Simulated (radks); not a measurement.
Problem. Excited configurations of Sn XIV: one electron is placed in a higher orbital outside [Kr]. The ground configuration is [Kr] 4d1. Method: scalar-relativistic Kohn-Sham, PBE, spin-polarised, spherical densities, finite nucleus; open shells are filled with parallel spins first (spin-orbit coupling, left out, can overturn this in heavy ions); Fermi nuclear charge, rms radius 4.6519 fm; computed with a radial shooting solver on a logarithmic mesh with Libxc functionals. Excitation = E - E(ground); binding = E(ion) - E, where the ion is the core of charge +14; n* = 14/sqrt(2 binding) in atomic units. These energies are relativistic, and a one-electron ion of charge +14 with no core already has n* below n in this formula (scalar-relativistic equation, point nucleus: 4f 3.999, 5s 4.996, 6d 5.999, 6f 5.999, 7s 6.995, 7p 6.997, 7d 6.998, 7f 6.999). The quantum defect is therefore taken as that value minus n*, so that it holds no relativistic shift of the bare ion.

outer orbital  excitation (eV)  binding (eV)     n*  quantum defect  eigenvalue (eV)  <r> (bohr)
4f                      77.540        205.70  3.601           0.399          -193.84      0.9404
5s                      80.202        203.03  3.624           1.371          -195.90       1.441
6f                      197.71        85.529  5.584           0.415          -82.389       2.941
7s                      198.77        84.470  5.619           1.377          -82.055       3.426
7p                      204.04        79.191  5.803           1.194          -76.859       3.589
7d                      212.35        70.887  6.133           0.865          -68.709       3.877
7f                      221.35        61.881  6.565           0.434          -59.858       4.232

Estimate the row for 6d.

Solution. excitation (eV) 182.30; binding (eV) 100.94; n* 5.140; quantum defect 0.859; eigenvalue (eV) -97.542; <r> (bohr) 2.671. The Delta-SCF ionisation energy is 283.24 eV (NIST Atomic Spectra Database: 282 eV, theoretical). Self-interaction in the functional shifts the binding energies and quantum defects, so they are the method's values and not measured ones. Open shells are spherical and high-spin; term and fine-structure splittings are not resolved. Spin-orbit splitting is averaged out at the scalar-relativistic level.
